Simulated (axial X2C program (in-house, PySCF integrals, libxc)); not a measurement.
# LiIr: cheaper levels and CCSD(T), 2c

Calculated with an in-house all-electron X2C program for linear molecules (integrals from PySCF). Two-component (2c) means X2C with spin–orbit coupling and atomic mean-field two-electron Coulomb and Gaunt terms. Basis: Ir dyall-cv3z [13s14p9d6f4g], Li dyall-cv3z [7s8p2d] (cores contracted in-house); Gaussian nuclei, density fitting, unrestricted open shells. Masses: Ir 192.963 u, Li 7.016 u.

State: Ω = 3 (⟨Sz⟩ = 0.90, ⟨Lz⟩ = 2.10 at HF); fragments Ir + Li.

| level | Re (Å) | ωe (cm⁻¹) | De (eV) |
| --- | --- | --- | --- |
| PBE0 | 2.329 | 451.4 | 2.26 |
| HF | 2.470 | 362.5 | 0.448 |
| CCSD | 2.355 | 448.2 | 1.95 |
| BHandHLYP | 2.341 | 439.2 | 1.87 |

Correlated methods: 10 electrons correlated (number of frozen shells: Ir 5 s, 4 p, 2 d, 1 f; Li 1 s), 266 virtual spin orbitals or spinors in MP2, 90 natural virtuals in coupled cluster.

CCSD(T), same Hamiltonian and basis:

Re = 2.351 Å, ωe = 455.5 cm⁻¹, De = 2.12 eV; T1 = 0.050 (Lee–Taylor normalisation).

Task: Give the differences from CCSD(T) in the columns below.

Result: 

```json
{"level": "PBE0", "ΔRe (Å)": "-0.022", "Δωe (cm⁻¹)": "-4", "ΔDe (eV)": "0.14"}
{"level": "HF", "ΔRe (Å)": "0.119", "Δωe (cm⁻¹)": "-93", "ΔDe (eV)": "-1.67"}
{"level": "CCSD", "ΔRe (Å)": "0.004", "Δωe (cm⁻¹)": "-7", "ΔDe (eV)": "-0.17"}
{"level": "BHandHLYP", "ΔRe (Å)": "-0.010", "Δωe (cm⁻¹)": "-16", "ΔDe (eV)": "-0.25"}
```

The state is a single determinant with fixed occupations, the lowest that a limited PBE0 search found. Dissociation energies refer to the lowest single-determinant-based atoms at the same level and basis. Density functionals use the spin component along the axis (collinear). CCSD and (T) use frozen natural virtuals with an MP2 correction for the truncation; (T) itself is uncorrected, so its De runs slightly low. PBE0 can misorder states that lie within some tenths of an eV, so this need not be the ground state of the molecule. The nearest other 2c determinant of the search, Ω = 4, lies 0.03 eV up at the distance of the search. The functionals have no current-density term, which raises determinants with orbital currents, atoms included. With several unpaired electrons one determinant need not be a pure state. The determinant is spin-polarised beyond a pure state at some levels (its spin-free form has ⟨S²⟩ too high), which makes Re and μ there less reliable. The T1 diagnostic is large, a sign of multireference character.
